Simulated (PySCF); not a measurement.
Run record: geometry optimisation, `FC=C=C(F)[SiH3]`.

Computed with PBE0-D3(BJ)/def2-TZVP geometry optimisation, gas phase (PySCF 2.14.0). Start geometry: GFN2-xTB. A driver script takes a list of jobs; this job's settings line and coordinates (Å) are shown.

Input:
```
{"job": {"xc": "PBE0", "basis": "def2-TZVP", "d3": "d3bj", "grid": 2, "kind": "geom"}, "charge": 0, "multiplicity": 1}
F      2.761666     0.757212     1.485338
C      1.967320     1.000087     0.422361
C      1.032836     0.183242     0.042984
C      0.025819    -0.576199    -0.264644
F      0.170341    -1.574667    -1.174372
Si    -1.745776    -0.447619     0.429230
H      2.208539     1.940476    -0.054708
H     -1.743114     0.667535     1.370439
H     -2.627248    -0.214303    -0.713438
H     -2.041501    -1.731110     1.063045
```

Output:
```
step   0  E = -605.50136161  max force = 0.019174
step   1  E = -605.50215149  max force = 0.002956
step   2  E = -605.50237461  max force = 0.003283
step   3  E = -605.50243723  max force = 0.002570
step   4  E = -605.50251682  max force = 0.001704
step   5  E = -605.50254333  max force = 0.001010
step   6  E = -605.50256260  max force = 0.000422
step   7  E = -605.50257273  max force = 0.000206
optimisation converged
```

Energies in Eh; «max force» is the largest Cartesian gradient component in Eh/bohr.

Q: How much energy does the optimisation release, in kcal/mol?

A: E(step 0) − E(last step) = 0.001211 Eh, which is 0.8 kcal/mol.

Q: Give the first gradient maximum in eV/Å.

A: With 1 Eh/bohr = 51.422 eV/Å, 0.986 eV/Å.

Summary of the converged run: final energy -605.50257 Eh after 7 steps; dipole 1.71 D.

Q: Give the final coordinates.

A: 0.063 Å rms from the input after alignment:
```
atom  x, y, z in Å
F1     2.9103    0.4798    1.2387
C2     2.0129    0.8839    0.3334
C3     1.0115    0.1450   -0.0401
C4    -0.0653   -0.5110   -0.3645
F5    -0.0570   -1.3662   -1.4136
Si6   -1.7018   -0.3922    0.5558
H7     2.2234    1.8773   -0.0476
H8    -1.5639    0.6709    1.5773
H9    -2.7762   -0.0627   -0.4135
H10   -1.9968   -1.6998    1.1926
```

Q: Estimate the wall time. Hardware: one thread, Arm Neoverse V2 (aarch64), no GPU, shared host. And the peak memory of the process?

A: About 78 s, with 0.92 GiB resident at the peak, the Python interpreter and its libraries included.
Labels such as C1 count atoms from 1, the log's own numbers from 0.
